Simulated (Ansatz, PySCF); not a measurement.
CSe2, SMILES [Se]=C=[Se].

The structure is a stationary point at ωB97X-D3(BJ)/def2-TZVP.

Vertical ionisation energy (IE) and electron affinity (EA) in eV. Rows of orbital energies are one-electron estimates. Where ΔSCF, EOM or ADC give a negative EA the extra electron is unbound and the value depends on the basis.

| level | IE | EA |
|---|---|---|
| −ε(HOMO), −ε(LUMO), HF/def2-TZVPD (PySCF) | 9.33 | -0.65 |
| −ε(HOMO), −ε(LUMO), PBE/def2-TZVPD (PySCF) | 6.32 | 2.96 |
| ADC(2)/aug-cc-pVDZ (PySCF) | 8.95 | 0.78 |
| ΔSCF, CAM-B3LYP/def2-SVPD (Ansatz), final states of multiplicity 2 and 2 | 9.37 | 0.63 |
| ΔSCF, PBE/def2-SVPD (Ansatz), final states of multiplicity 2 and 2 | 9.34 | 0.31 |

Task: What vertical singlet–triplet gap does ΔSCF give with CAM-B3LYP/def2-SVPD (Ansatz, an electronic-structure program) and with PBE/def2-SVPD (Ansatz)? (Estimate from the structure and the level; the computed values follow.)

Result: 2.70 and 2.92 eV (triplet above singlet where positive).

Task: Beyond the first one, list the lowest photoelectron lines from ADC(2)/aug-cc-pVDZ run with PySCF 2.14.0 with their pole strengths (two spins summed). (Estimate from the structure and the level; the computed values follow.)

Result: 11.82 eV (1.61), 11.82 eV (1.61), 13.06 eV (1.70), 15.54 eV (1.60).
